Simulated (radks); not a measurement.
The table gives one normalised radial function P(r) = r R(r) of Rh+ in [Kr] 4d6 5s2 (r in bohr). Method: scalar-relativistic Kohn-Sham, XLYP, spin-polarised, spherical densities, finite nucleus; open shells are filled with parallel spins first (spin-orbit coupling, left out, can overturn this in heavy ions); Fermi nuclear charge, rms radius 4.4945 fm; computed with a radial shooting solver on a logarithmic mesh with Libxc functionals.

r,P
0.001979,0.0260
0.003024,0.0370
0.004658,0.0513
0.007175,0.0678
0.01096,0.0826
0.01689,0.0873
0.02601,0.0665
0.03975,0.0064
0.06122,-0.0871
0.09431,-0.1451
0.1441,-0.0594
0.222,0.1535
0.3419,0.1876
0.5225,-0.1362
0.8048,-0.3382
1.24,0.0853
1.894,0.6177
2.918,0.6231
4.494,0.2664
6.867,0.0441

Which n and l does it have? It may be an empty orbital.

Answer. n = 5, l = 0: the number of nodes gives n - l - 1 = 4, the rise at small r (about r^(l+1), flatter next to the nucleus through relativity) gives l, and the extent must fit the shell. The curve is that of 5s up; the table hardly tells the two spins apart. 5s up: eigenvalue -13.840 eV, 4 radial nodes at r = 0.0411, 0.164, 0.451, 1.17 bohr, <r> = 2.72 bohr, 90 % of the charge inside 3.99 bohr.
